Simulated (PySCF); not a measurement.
# Frontier orbitals and the lowest excitations

Compound: C6H12Si.
Cartesian coordinates in Å at the PBE0-D3(BJ)/def2-SVP level; atoms count from 1:
```
atom  x, y, z in Å
C1    -2.0122    0.9583   -0.6607
C2    -1.2033   -0.0879   -0.8617
C3    -1.6397   -1.2945   -1.6392
C4     0.2093   -0.1401   -0.3399
C5     0.7306    1.0335    0.5286
Si6    1.8565   -0.2303    1.3762
C7     0.5388   -1.3469    0.5987
H8    -1.6862    1.8408   -0.1056
H9    -3.0318    0.9674   -1.0557
H10   -2.6742   -1.1976   -1.9963
H11   -1.5704   -2.2083   -1.0267
H12   -0.9867   -1.4540   -2.5142
H13    0.8751   -0.2294   -1.2205
H14   -0.0455    1.3614    1.2400
H15    1.1130    1.9117   -0.0085
H16    3.2009   -0.3702    0.7352
H17    2.0327   -0.1962    2.8613
H18    0.7954   -2.2964    0.1097
H19   -0.2934   -1.5207    1.3014
```

Theory: TDDFT PBE0/def2-SVPD, vertical, gas phase, core orbitals frozen in the response (PySCF).

Kohn–Sham orbitals with the atoms that hold most of them (Löwdin shares over 4%, at most four atoms; ? is withheld):

| orbital | ε (eV) | atoms |
| --- | --- | --- |
| HOMO-3 | -9.06 | Si6 23%, H16 15%, H17 14%, C5 10% |
| HOMO-2 | -8.26 | C7 30%, Si6 24%, C5 22%, H18 5% |
| HOMO-1 | -8.08 | ? |
| HOMO | -7.04 | C1 36%, C2 31%, C7 6%, C3 6% |
| LUMO | 0.22 | ? |
| LUMO+1 | 0.54 | Si6 24%, C5 10%, C1 9%, C2 8% |
| LUMO+2 | 0.73 | Si6 13%, C1 13%, C2 12%, C3 10% |

Give the leading atoms of the HOMO-1.

C5 (bonded to C, Si and 2 H) 21%; Si6 (bonded to 2 C and 2 H) 17%; C4 (bonded to 3 C and H) 15%; C2 (bonded to 3 C) 12%. By element: carbon 48% or more, silicon 17%.

Which atoms hold the LUMO, and with what shares?

Si6 (bonded to 2 C and 2 H) 17%; C1 (bonded to C and 2 H) 17%; C2 (bonded to 3 C) 16%; C7 (bonded to C, Si and 2 H) 7%. By element: carbon 39% or more, silicon 17%.

How does S1 compare with the orbital gap of 7.25 eV?

S1 is at 6.47 eV (f = 0.061), 0.78 eV below the gap, made of HOMO→LUMO (76%), HOMO→LUMO+1 (13%). Without the coupling terms of the response equations the lowest excitation would equal the gap.

One configuration dominates each of S1 and S6. Which, and how do the shares of the two leading atoms of either orbital change from the occupied to the empty one?

- S1 (6.47 eV, f 0.061), HOMO→LUMO (76%): C1 36% → 17%, C2 31% → 16%, Si6 at most 6% → 17%
- S6 (7.37 eV, f 0.060), HOMO-2→LUMO (70%): C7 30% → 7%, Si6 24% → 17%, C1 at most 5% → 17%

One conformer stands for the species.
